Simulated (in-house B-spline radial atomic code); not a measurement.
A calculation on Ga23+: its settings, and results tabulated from the run. Level of theory: non-relativistic B3LYP, spin-polarised, spherical fractional occupations, point nucleus; calculated with an all-electron radial atomic-structure program (B-spline basis).

Command:
```bash
python run_scf.py task.json out
```
Settings:
```
Z                31
configuration    [He] 2s2 2p4
hamiltonian      nr
method           b3lyp
spin_polarised   True
```

Output (hartree, bohr):
```
 radial grid: 37 intervals, B-splines of order 8, outer radius 1.6878 bohr

 iter        energy (Eh)    residual
    1       -1506.374212    2.10e+00
    2       -1513.706824    1.87e-01
    3       -1513.747430    8.63e-02
    4       -1513.755989    3.98e-02
    5       -1513.758247    3.11e-03
    6       -1513.758263    1.66e-05
    7       -1513.758263    1.88e-07

 total energy                     -1513.75826
 kinetic                            1513.3304
 electron-nucleus                  -3187.1581
 Hartree                             200.7851
 exact exchange                       -7.8898
 exchange-correlation                -32.8259

 orbital      occ     eigenvalue          <r>       <r^2>       <1/r>     <1/r^2>       r_max
 1s up      1.000      -417.8480    0.0493444  0.00325988     30.5376     1874.54      0.0326
 1s down    1.000      -417.3434     0.049284  0.00325104     30.5657     1877.36     0.03258
 2s up      1.000       -85.6610      0.21194   0.0525964     7.00107     199.174      0.1811
 2s down    1.000       -84.7622     0.212809   0.0530337     6.96003      196.63      0.1816
 2p up      3.000       -81.5501     0.181976   0.0401033     6.94566      65.206       0.143
 2p down    1.000       -80.0841     0.183128   0.0406503     6.91022     64.6366      0.1436
```

Run time, properties included: 0.06 s on 1 thread of Intel(R) Xeon(R) 6975P-C (shared host).

Caution: exact exchange at fractional occupations of open shells leaves self-interaction of up to several eV.
